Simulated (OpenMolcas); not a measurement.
# Rh4+ in a point-charge field

Rh4+ among 6 point charges of -1 e arranged as an octahedron (Oh), 1.93 Å from the ion.

```
Program             : OpenMolcas
Method              : CASSCF
Basis               : ANO-RCC-VDZP [6s5p3d1f]
Scalar Hamiltonian  : DKH2, point nucleus
Active space        : 5 electrons in 5 orbitals (4d)
State averaging     : 2S+1 = 6 even, 1 root; 2S+1 = 4 even, 24 roots; 2S+1 = 2 even, 75 roots
Spin-orbit coupling : RASSI with atomic mean-field integrals over the reference wave functions
```

The lowest spin-free states (labels of O, the rotations of Oh), above the lowest:

```
State  Degeneracy  E (cm-1)  Free-ion L (%)
  6A1           1       0.0         S (100)
  4T1           3     28256          G (78)
  4T2           3     29878          G (98)
   4E           2     30322         G (100)
  4A1           1     30383         G (100)
  4T2           3     36563          D (95)
  4T1           3     37332          P (79)
   4E           2     37390         D (100)
  2T2           3     40395          I (69)
  2A2           1     41766          I (83)
  2T1           3     42045          I (87)
  2T2           3     42483          I (89)
   2E           2     42962          I (96)
  2A1           1     43504         I (100)
  2T2           3     46792          D (51)
   2E           2     48147          D (79)
  2T1           3     49721          F (72)
  4T1           3     50305          F (99)
  4A2           1     50848         F (100)
  2T2           3     51237          F (31)
```

The lowest levels with spin-orbit coupling:

```csv
E (cm-1),Degeneracy,Label,2S+1,g
0.0,2,Γ7,6,3.33 3.33 3.33
0.2,4,Γ8,6,
27625,2,Γ7,4,2.29 2.29 2.29
28048,4,Γ8,4,
28143,4,Γ8,4,
28506,2,Γ6,4,2.62 2.62 2.62
29278,2,Γ7,4,1.86 1.86 1.86
29691,4,Γ8,4,
30035,2,Γ6,4,4.60 4.60 4.60
30119,4,Γ8,4,
30204,4,Γ8,4,
30252,2,Γ7,4,2.29 2.29 2.29
30445,2,Γ6,4,0.72 0.72 0.72
30471,4,Γ8,4,
34524,4,Γ8,4,
35250,2,Γ7,4,2.34 2.34 2.34
35426,4,Γ8,4,
35926,2,Γ6,4,1.52 1.52 1.52
36708,4,Γ8,4,
36734,2,Γ6,4,0.21 0.21 0.21
```

Powder χT (cm3 K/mol): 4.36 at 2 K, 4.37 at 10 K, 4.37 at 50 K, 4.37 at 100 K, 4.37 at 200 K, 4.37 at 300 K. The effective moment at 300 K is 2.828 √(χT) = 5.91 μB.

The lowest level has 2S+1 = 6, for which the spin-only value is χT = S(S+1) / 2 = 4.375 cm3 K/mol (g = 2). The computed 4.367 at 300 K differs by -0.008, through a little spin-orbit mixing out of the ground term, against the free-electron g of 2.0023, which raises it.

A least-squares ligand-field fit to the states below 45000 cm-1, each weighted by its degeneracy and with a free common offset, gives 10Dq = 4164 cm-1, B = 996 cm-1 and C = 4057 cm-1 (C/B = 4.08), with an rms deviation of 57 cm-1.

Without dynamic correlation the repulsion within the d shell is too large (B by tens of per cent), so at a given field states of lower spin stand too high. Point charges give a weaker field than real ligands, and real ions of this kind are as a rule low spin; the high spin found here belongs to the model. This field is weak: 10Dq is about 4164 cm-1, while octahedral complexes of 4d ions of charge 3 and more, computed by the same method with explicit ligands, had a median near 25000 cm-1. Ground spin and moment need not be those of a real site. This is an electrostatic model: the charges have no orbitals. No measured value stands beside these numbers.
